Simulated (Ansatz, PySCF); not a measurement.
GeH8N2Si, SMILES [GeH2]([SiH2]N)[NH2]. Atoms are numbered in the order given.

```xyz
12

N     -2.6055     0.3025     0.0402
Si    -1.0542     1.0828     0.0877
Ge     0.5987    -0.6295     0.0503
N      2.2158     0.1794    -0.3263
H     -2.7749    -0.4046    -0.6669
H     -3.4446     0.8499     0.1997
H     -0.9832     1.8854     1.3461
H     -0.7499     2.0337    -1.0417
H      0.7687    -1.3257     1.4147
H      0.1851    -1.7309    -0.9715
H      3.0030    -0.4629    -0.3768
H      2.2045     0.7283    -1.1826
```

Geometry optimised at PBE0-D3(BJ)/def2-SVP. This is a generated structure with no PubChem entry under its InChIKey; it may be hypothetical. One conformer was computed; it need not be the lowest.

Two levels are set side by side: PBE-D3(BJ)/def2-SVP (Ansatz, a program for electronic structure) and PBE0-D3(BJ)/def2-SVP (Ansatz). Each level has its own optimised geometry; the coordinates shown are those of the second. Frequencies come from the Hessian of PySCF at each geometry. Differences are taken from unrounded values.

```tsv
quantity	PBE0-D3(BJ)
mean bond length (Å)	1.466
bond N1–Si2 (Å)	1.737
bond Si2–Ge3 (Å)	2.380
bond Ge3–N4 (Å)	1.847
bond N1–H5 (Å)	1.014
bond N1–H6 (Å)	1.015
bond Si2–H7 (Å)	1.494
bond Si2–H8 (Å)	1.507
bond Ge3–H9 (Å)	1.541
bond Ge3–H10 (Å)	1.558
bond N4–H11 (Å)	1.017
bond N4–H12 (Å)	1.017
highest harmonic wavenumber (cm⁻¹)	3700
mean harmonic wavenumber (cm⁻¹)	1244
zero-point energy (kcal/mol)	53.35
```

What does PBE-D3(BJ) give, and how far is it from PBE0-D3(BJ)? (The exact figures need the calculation; the answer reports its results.)


```json
[
 {"quantity": "mean bond length (Å)", "PBE-D3(BJ)": "1.479", "PBE-D3(BJ) minus PBE0-D3(BJ)": "0.013"},
 {"quantity": "bond N1–Si2 (Å)", "PBE-D3(BJ)": "1.753", "PBE-D3(BJ) minus PBE0-D3(BJ)": "0.016"},
 {"quantity": "bond Si2–Ge3 (Å)", "PBE-D3(BJ)": "2.391", "PBE-D3(BJ) minus PBE0-D3(BJ)": "0.011"},
 {"quantity": "bond Ge3–N4 (Å)", "PBE-D3(BJ)": "1.870", "PBE-D3(BJ) minus PBE0-D3(BJ)": "0.023"},
 {"quantity": "bond N1–H5 (Å)", "PBE-D3(BJ)": "1.024", "PBE-D3(BJ) minus PBE0-D3(BJ)": "0.010"},
 {"quantity": "bond N1–H6 (Å)", "PBE-D3(BJ)": "1.024", "PBE-D3(BJ) minus PBE0-D3(BJ)": "0.010"},
 {"quantity": "bond Si2–H7 (Å)", "PBE-D3(BJ)": "1.505", "PBE-D3(BJ) minus PBE0-D3(BJ)": "0.010"},
 {"quantity": "bond Si2–H8 (Å)", "PBE-D3(BJ)": "1.520", "PBE-D3(BJ) minus PBE0-D3(BJ)": "0.013"},
 {"quantity": "bond Ge3–H9 (Å)", "PBE-D3(BJ)": "1.553", "PBE-D3(BJ) minus PBE0-D3(BJ)": "0.012"},
 {"quantity": "bond Ge3–H10 (Å)", "PBE-D3(BJ)": "1.573", "PBE-D3(BJ) minus PBE0-D3(BJ)": "0.015"},
 {"quantity": "bond N4–H11 (Å)", "PBE-D3(BJ)": "1.028", "PBE-D3(BJ) minus PBE0-D3(BJ)": "0.011"},
 {"quantity": "bond N4–H12 (Å)", "PBE-D3(BJ)": "1.028", "PBE-D3(BJ) minus PBE0-D3(BJ)": "0.011"},
 {"quantity": "highest harmonic wavenumber (cm⁻¹)", "PBE-D3(BJ)": "3567", "PBE-D3(BJ) minus PBE0-D3(BJ)": "-133"},
 {"quantity": "mean harmonic wavenumber (cm⁻¹)", "PBE-D3(BJ)": "1202", "PBE-D3(BJ) minus PBE0-D3(BJ)": "-42"},
 {"quantity": "zero-point energy (kcal/mol)", "PBE-D3(BJ)": "51.54", "PBE-D3(BJ) minus PBE0-D3(BJ)": "-1.81"}
]
```

Exact exchange shortens and stiffens bonds; PBE has none. Differences between two approximate levels are no errors against the true value.
